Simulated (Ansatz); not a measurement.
Geometry optimisation, RKS PBE0/def2-SVP (Ansatz 0.2.0).

input.yaml

```yaml
crystal:
  periodic: [false, false, false]
  atoms:
    - { symbol: O, position_ang: [0.083, -2.427, -0.1712] }
    - { symbol: C, position_ang: [1.0483, -1.7114, 0.1298] }
    - { symbol: O, position_ang: [1.0186, -0.3148, 0.0299] }
    - { symbol: Ge, position_ang: [-0.3247, 0.6339, -0.5216] }
    - { symbol: O, position_ang: [-1.7763, 0.2999, 0.559] }
    - { symbol: O, position_ang: [-0.0173, 2.3867, -0.5104] }
    - { symbol: H, position_ang: [1.969, -2.2155, 0.4771] }
    - { symbol: H, position_ang: [-0.733, 0.2015, -1.9636] }
    - { symbol: H, position_ang: [-1.4266, 0.5294, 1.523] }
    - { symbol: H, position_ang: [0.242, 2.5662, 0.4509] }
basis:
  gaussian: { orbitals: def2-SVP }
hamiltonian:
  xc: pbe0
relax:
  f_tol: 0.015
  max_steps: 40
output:
  orbitals: {}
```

Command:

```bash
$ ansatz run input.yaml --threads 2 --pin off --max-ram 3072MiB --backend cpu --events-out ev --progress --plain --runs-dir out
```

Q: Where does it end, and by what steps?

A: It converged. After 17 steps the energy has fallen by 0.921 eV; H10 moved furthest, 0.76 Å.

| step | energy less start (eV) | largest force component (eV/Å) | accepted |
| --- | --- | --- | --- |
| 0 | 0.0000 | 3.870 | yes |
| 1 | -0.6942 | 1.749 | yes |
| 2 | -0.7942 | 1.484 | yes |
| 3 | -0.8689 | 0.806 | yes |
| 4 | -0.8882 | 0.251 | yes |
| 5 | -0.8945 | 0.499 | yes |
| 6 | -0.8365 | 1.869 | no |
| 7 | -0.9041 | 0.159 | yes |
| 8 | -0.9082 | 0.310 | yes |
| 9 | -0.9109 | 0.337 | yes |
| 10 | -0.9155 | 0.264 | yes |
| 11 | -0.8849 | 0.989 | no |
| 12 | -0.9188 | 0.058 | yes |
| 13 | -0.9202 | 0.042 | yes |
| 14 | -0.9205 | 0.078 | yes |
| 15 | -0.9205 | 0.051 | no |
| 16 | -0.9207 | 0.035 | yes |
| 17 | -0.9207 | 0.003 | yes |

```xyz
10
Properties=species:S:1:pos:R:3
O 0.247 -2.272 -0.450
C 1.094 -1.595 0.065
O 1.009 -0.283 0.233
Ge -0.516 0.518 -0.406
O -1.880 0.183 0.639
O -0.060 2.208 -0.204
H 2.054 -1.992 0.460
H -0.829 0.120 -1.836
H -1.891 0.757 1.415
H 0.854 2.304 0.087
```

Run time: 76 s on 2 threads of Arm Neoverse V1, with other jobs on the host, peak memory 0.32 GiB.
